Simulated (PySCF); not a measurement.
## Ag: excitation energy

Ag [Kr] 4d10 5s1 (2S) → Ag [Kr] 4d10 5p1 (2P), as a difference of total energies. All numbers are calculated (PySCF 2.14, scalar relativity through the core potential, in def2-TZVPPD with the def2 core potential (28 electrons)). Correlated levels: valence and next inner shell: nothing frozen outside the core potential. The calculations carry no spin-orbit coupling.

```csv
method,excitation energy (cm⁻¹),error (cm⁻¹)
UHF,25417,-4749
MP2 (valence and next inner shell),30920,+754
SCS-MP2 (valence and next inner shell),30098,-68
CCSD (valence and next inner shell),29773,-393
CCSD(T) (valence and next inner shell),30069,-97
```

Reference: 30166 cm⁻¹ (measured; NIST levels, between the centres of gravity of the two terms).

Errors of the correlated levels include the incompleteness of this basis.
